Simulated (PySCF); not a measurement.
Run record: excited-state job, `C[C@@]12C[C@@H]1CC[C@@H]2F`.

Method: TDDFT PBE0/def2-SVPD, vertical, gas phase, core orbitals frozen in the response (PySCF 2.14.0, density-fitted response routines). Geometry: GFN2-xTB. The input is one job of a driver script: a line of settings, then coordinates in Å.

Command:
```bash
OMP_NUM_THREADS=1 python probes_run.py task.json out
```

Input:
```
{"job": {"kind": "uv", "xc": "PBE0", "basis": "def2-SVPD", "nstates": 6, "ntriplets": 2}, "charge": 0, "multiplicity": 1}
C      2.050764    -0.675086     0.062471
C      0.684844    -0.058781     0.214894
C      0.529338     1.402053     0.531737
C      0.081260     0.875465    -0.798234
C     -1.401724     0.592032    -0.938882
C     -1.668359    -0.677931    -0.109341
C     -0.428130    -0.938037     0.758481
F     -0.700687    -0.632901     2.084782
H      2.444352    -0.972288     1.033288
H      2.003591    -1.556476    -0.576390
H      2.738113     0.039052    -0.384432
H     -0.222950     1.690362     1.249882
H      1.426284     2.001580     0.571357
H      0.628602     1.158763    -1.685452
H     -1.669565     0.435224    -1.983411
H     -1.990833     1.431727    -0.565991
H     -2.546714    -0.578282     0.526978
H     -1.825708    -1.531562    -0.767877
H     -0.142279    -1.995662     0.768680
```

Output:
```
coarse grid: 15512 points
cycle   1  E = -372.3972076357  dE =  1.064e+00  |g| = 5.245e-01  |ddm| = 8.358e+00
cycle   2  E = -372.3697830994  dE =  2.742e-02  |g| = 6.823e-01  |ddm| = 1.983e+00
cycle   3  E = -372.4582035967  dE = -8.842e-02  |g| = 6.794e-02  |ddm| = 9.672e-01
cycle   4  E = -372.4588703112  dE = -6.667e-04  |g| = 3.316e-02  |ddm| = 1.563e-01
cycle   5  E = -372.4591033027  dE = -2.330e-04  |g| = 5.925e-03  |ddm| = 8.646e-02
cycle   6  E = -372.4591099798  dE = -6.677e-06  |g| = 2.237e-03  |ddm| = 2.519e-02
final grid: 149152 points
cycle   7  E = -372.5155834200  dE = -6.114e-05  |g| = 1.041e-02  |ddm| = 2.882e-01
cycle   8  E = -372.5155618811  dE =  2.154e-05  |g| = 1.441e-02  |ddm| = 6.212e-02
cycle   9  E = -372.5156105553  dE = -4.867e-05  |g| = 1.237e-03  |ddm| = 3.459e-02
cycle  10  E = -372.5156108313  dE = -2.759e-07  |g| = 3.141e-04  |ddm| = 2.484e-03
cycle  11  E = -372.5156108483  dE = -1.709e-08  |g| = 7.633e-05  |ddm| = 9.007e-04
cycle  12  E = -372.5156108495  dE = -1.125e-09  |g| = 2.633e-05  |ddm| = 2.918e-04
cycle  13  E = -372.5156108496  dE = -1.498e-10  |g| = 3.248e-06  |ddm| = 6.329e-05
converged SCF energy = -372.5156108496

Static polarisability (au): isotropic 77.011, principal 71.174 77.181 82.679

Singlet excitations
state   eV       nm        f      main configurations
  1   7.3309    169.1   0.00413   H->L 0.98
  2   7.6571    161.9   0.02112   H-1->L 0.96
  3   8.0532    154.0   0.04066   H->L+1 0.93
  4   8.1963    151.3   0.00657   H->L+2 0.89
  5   8.2373    150.5   0.04763   H->L+3 0.86
  6   8.3183    149.0   0.00404   H-1->L+1 0.71, H->L+4 0.19

Triplet excitations (Tamm-Dancoff, eV): 7.2296 7.4876
```

The SCF starts on a coarse grid where the log names one; the energy can jump when the final grid takes over, and dE then counts from the start density on the new grid. H and L stand for HOMO and LUMO; the number after each pair is its weight.

Question: Give S1 in cm⁻¹ and kJ/mol.

Answer: 7.3309 eV × 8065.54 = 59128 cm⁻¹; × 96.485 = 707.3 kJ/mol.

Question: How does the lowest singlet excitation compare with the HOMO–LUMO gap?

Answer: HOMO -7.79 eV and LUMO 0.67 eV give a gap of 8.46 eV; S1 at 7.33 eV lies 1.13 eV below it.

Main results: HOMO -7.79 eV, LUMO 0.67 eV; lowest singlet 7.33 eV; lowest triplet 7.23 eV (Tamm–Dancoff); mean polarisability 77.0 au.

Question: Estimate the wall time. Hardware: one thread of an Arm Neoverse N1 (shared host). And the peak memory of the process?

Answer: About 87 s, with 1.0 GiB resident at the peak, the Python interpreter and its libraries included.

One conformer stands for the species.
Labels such as C1 count atoms from 1, the log's own numbers from 0.
